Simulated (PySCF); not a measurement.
A species of formula C8H10N2 has this rotational fingerprint, computed with PBE0/pcSseg-1 in PySCF (dipole) on a GFN2-xTB geometry, gas phase:

| Quantity | Value |
| --- | --- |
| Rotational constants | A = 2853, B = 954.0, C = 908.9 MHz |
| Dipole components | \|μa\| = 0.00 D, \|μb\| = 0.00 D, \|μc\| = 0.00 D |
| Inertial defect | -150.84 u·Å² |
| κ | -0.95 |

Question: Which structure is it? (One computed conformer of each.)
A. `[N:1]#[C:2][C@H:3]1[CH2:4][CH2:5][C@H:6]([C:7]#[N:8])[CH2:9][CH2:10]1` with C2–C3–C4–C5 65°, C3–C4–C5–C6 57°, C4–C5–C6–C7 65°, C5–C6–C9–C10 57°
B. `[H]/[N:2]=[CH:3]\[C@@H:4]1[C@H:5]2[CH:6]=[CH:7][C@@H:8](/[CH:9]=[N:10]/[H])[C@@H:12]12` with N2–C3–C4–C5 -148°, C7–C8–C9–N10 18°
C. `[CH3:1][c:2]1[cH:3][n:4][n:5][cH:6][c:7]1[CH:8]1[CH2:9][CH2:10]1` with C6–C7–C8–C9 -93°
D. `[H]/[N:1]=[CH:2]/[CH:3]=[N:4]\[C@H:5]1[CH:6]=[CH:7][CH:8]=[CH:9][CH2:10]1` with N1–C2–C3–N4 21°, C3–N4–C5–C6 152°, N4–C5–C6–C7 155°, C6–C7–C8–C9 -15°, C8–C9–C10–C5 31°, N4–C5–C10–C9 -166°

Answer: A. It is N#C[C@H]1CC[C@H](C#N)CC1, a near-prolate asymmetric top, point group C2h. The candidates at the same level (rigid rotor, commonest isotopes):

| SMILES | A (MHz) | B (MHz) | C (MHz) | μa (D) | μb (D) | μc (D) | Δ (u·Å²) | point group | rotor |
| --- | --- | --- | --- | --- | --- | --- | --- | --- | --- |
| [H]/N=C/C=N\[C@H]1C=CC=CC1 | 2891 | 903.0 | 775.7 | 2.57 | 1.15 | 0.98 | -82.97 | C1 | asymmetric top |
| N#C[C@H]1CC[C@H](C#N)CC1 | 2853 | 954.0 | 908.9 | 0.00 | 0.00 | 0.00 | -150.84 | C2h | near-prolate asymmetric top |
| Cc1cnncc1C1CC1 | 2358 | 1137 | 813.1 | 4.28 | 3.14 | 0.44 | -37.36 | C1 | asymmetric top |
| [H]/N=C\[C@@H]1[C@H]2C=C[C@@H](/C=N/[H])[C@H]21 | 2063 | 1115 | 861.8 | 2.65 | 0.07 | 1.48 | -111.58 | C1 | asymmetric top |

`Cc1cnncc1C1CC1` has B 19 % too high; `[H]/N=C/C=N\[C@H]1C=CC=CC1` has C 15 % too low; `[H]/N=C\[C@@H]1[C@H]2C=C[C@@H](/C=N/[H])[C@H]21` has A 28 % too low. No structure here is proved a minimum.
